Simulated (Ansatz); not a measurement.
This geometry of AlBCl3H3O (9 atoms, charge 0, multiplicity 1) is a first-order saddle point.

Level of theory: UKS B3LYP/6-31G (Ansatz).

```xyz
9
Properties=species:S:1:pos:R:3
Al 0.083 -1.547 0.284
Cl 1.959 -0.174 0.524
H 0.130 -2.460 -1.020
H -0.574 -1.887 1.687
B 0.010 1.343 -0.007
O -0.687 0.141 -0.441
Cl 0.559 2.453 -1.320
Cl -0.393 1.977 1.624
H -1.086 0.154 -1.331
```

(1) Which two structures does it join? (They come from a converged band through this point; their orientation in space is the band's.)

(2) How far does it lie above each of them?

Results:

(1) Bonds formed: Cl2–B5.

Image 0:

```xyz
9
Properties=species:S:1:pos:R:3
Al 0.188 -1.563 0.368
Cl 2.400 -1.286 0.589
H -0.228 -2.364 -0.956
H -0.656 -1.516 1.713
B -0.328 1.580 -0.071
O -0.252 0.263 -0.536
Cl -0.620 2.883 -1.265
Cl -0.157 1.891 1.659
H -0.347 0.112 -1.499
```

Image 10:

```xyz
9
Properties=species:S:1:pos:R:3
Al 0.019 -1.613 0.094
Cl 1.820 -0.028 0.526
H 0.280 -2.362 -1.281
H -0.509 -2.209 1.467
B 0.258 1.252 0.012
O -0.727 0.130 -0.224
Cl 0.672 2.156 -1.538
Cl -0.194 2.292 1.461
H -1.620 0.382 -0.515
```

(2) 20.6 kJ/mol above the first and 8.0 kJ/mol above the second. This is the barrier of this one path; another mechanism may lie lower. Limits of this set-up: no polarisation functions.

Time of the run: 5.7 min on 2 threads of Intel(R) Xeon(R) 6975P-C (Granite Rapids), with other jobs on the host, peak memory 0.33 GiB.
